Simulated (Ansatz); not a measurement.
CH7GeNSi can be A, `C1[NH][GeH2][SiH2]1`, or B, `[SiH3][CH]1[NH][GeH2]1`.

Program: Ansatz. Geometries: PBE0-D4/def2-TZVP. ΔE: electronic, gas phase. CCSD(T)/CBS adds triple-zeta CCSD(T) − MP2 to the extrapolated MP2 energy (def2 sets, frozen cores). DFT in def2-TZVPP. B3LYP here is the variant with VWN-RPA as its local correlation; programs differ in this. For Ge outer-core shells are correlated without core-valence functions, which leaves a few kJ/mol of doubt a bond. Scalar relativity is left out up to krypton.

Q: Which is lower in electronic energy at CCSD(T)/CBS, and by how much? (Estimate.)

A: Ansatz gave: A, by 21.0 kcal/mol.

Q: Give E(B) − E(A) in kcal/mol with HF/def2-TZVPP, PBE-D4, r2SCAN-D4, BLYP-D4, ωB97M-V, CCSD/def2-TZVPP, B3LYP-D4. (An estimate is asked.)

A: Computed: HF/def2-TZVPP 25.5, PBE-D4 23.2, r2SCAN-D4 22.2, BLYP-D4 21.5, ωB97M-V 23.4, CCSD/def2-TZVPP 22.6, B3LYP-D4 23.2. None reverses the order clearly.

Q: Does the order hold for the free energy at 298.15 K (harmonic terms from PBE0-D4)? (Best estimate.)

A: Computed: Yes: G(B) − G(A) = +18.4 kcal/mol.

Largest T1 diagnostic: 0.013.

Leaving LDA and LC-ωPBE aside and taking each functional with its dispersion term where it has one, the values, not all of them listed here, spread over 3.7 kcal/mol, from BLYP-D4 to BHLYP-D4. LDA lies +2.0 kcal/mol from PBE without D4. From PBE to PBE0 (25 % exact exchange), in def2-TZVPP and without D4, E(B) − E(A) moves by +1.8 kcal/mol.
